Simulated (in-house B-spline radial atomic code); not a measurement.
Atomic self-consistent-field run: the cobalt ion Co⁶⁺. Method: Dirac-Kohn-Sham BLYP, spherical fractional occupations, Fermi nucleus of rms radius 3.7875 fm. Calculated with an all-electron radial atomic-structure program (B-spline basis).

Command:
```bash
python run_scf.py task.json out
```
Settings (nuclear radius in fm, mass in u):
```
Z                27
configuration    [Ar] 3d3
hamiltonian      dirac
method           b88,lyp
spin_polarised   False
nucleus          fermi
rms_radius       3.7875
atomic_mass      58.93319
speed_of_light   137.035999084
```

Output (hartree, bohr):
```
 radial grid: 65 intervals, B-splines of order 8, outer radius 10.2985 bohr

 iter        energy (Eh)    residual
    1       -1369.088272    8.84e-01
    2       -1379.334399    4.72e-01
    3       -1382.343623    1.28e-01
    4       -1382.617466    3.17e-02
    5       -1382.629933    1.79e-02
    6       -1382.635681    8.59e-04
    7       -1382.635691    3.01e-05
    8       -1382.635691    7.58e-07
    9       -1382.635691    2.00e-09

 total energy                     -1382.63569
 kinetic                            1403.8499
 electron-nucleus                  -3224.6298
 Hartree                             494.2709
 exchange-correlation                -56.1267

 first-order corrections (not in the total)
   Gaunt                             0.5860
   retardation                      -0.0524
   frequency dependence             -0.0015
   self-energy                       0.3894
   Uehling                          -0.0336
   Wichmann-Kroll                    0.0002
   recoil                            0.0099

 orbital      occ     eigenvalue          <r>       <r^2>       <1/r>       r_max    small
 1s1/2      2.000      -283.4026    0.0561931  0.00424716     27.0323     0.03678  9.45e-03
 2s1/2      2.000       -37.4734     0.255196    0.076917     5.83876      0.2132  1.75e-03
 2p1/2      2.000       -33.0980     0.222739   0.0610139     5.78757      0.1703  1.74e-03
 2p3/2      4.000       -32.5532     0.225861   0.0626008     5.67628      0.1728  1.71e-03
 3s1/2      2.000        -7.8003     0.740286    0.628186     1.92394      0.6559  4.23e-04
 3p1/2      2.000        -6.4641     0.755938    0.665518     1.82124      0.6544  3.89e-04
 3p3/2      4.000        -6.3857     0.763391    0.678441     1.79684       0.661  3.83e-04
 3d3/2      1.200        -4.2043     0.787528    0.749896     1.58017      0.6056  3.04e-04
 3d5/2      1.800        -4.1933     0.789802     0.75401     1.57474      0.6074  3.03e-04
```

Run time, properties included: 1.1 s on 1 thread of Intel(R) Xeon(R) 6975P-C (shared host).

For the Dirac Hamiltonian the kinetic term is c α·p + (β - 1)c².
